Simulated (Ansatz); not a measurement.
Mulliken charges of CuH$_{5}$N$_{2}$, SMILES `[NH2][Cu-][NH3+]` from PBE/def2-TZVPP in Ansatz (PBE0-D4/def2-TZVP geometry).

| atom | x (Å) | y (Å) | z (Å) | charge (e) |
| --- | --- | --- | --- | --- |
| N1 | -0.191 | 1.504 | -1.522 | -0.414 |
| Cu2 | -0.008 | 0.220 | -0.244 | -0.205 |
| N3 | 0.317 | -1.202 | 1.039 | -0.198 |
| H4 | -1.089 | 1.449 | -1.994 | 0.125 |
| H5 | -0.157 | 2.441 | -1.130 | 0.125 |
| H6 | 1.148 | -1.736 | 0.805 | 0.189 |
| H7 | 0.444 | -0.828 | 1.974 | 0.189 |
| H8 | -0.465 | -1.848 | 1.072 | 0.189 |

Question: By hand: the dipole of these point charges (1 e Å = 4.8032 D).

Answer: Σ q r = (0.075, -0.777, 0.812) e Å, of length 1.126 e Å = 5.41 D.

Question: How does the dipole of the full density compare? (An estimate is asked.)

Answer: Ansatz gave: (0.053, -0.871, 0.944) e Å, 6.17 D; the point charges give 0.88 times that, at 2° from its direction.

Point charges leave out the atoms' own dipoles, such as those of lone pairs, and Mulliken's split depends on the basis, so the close match here is no proof of good charges.
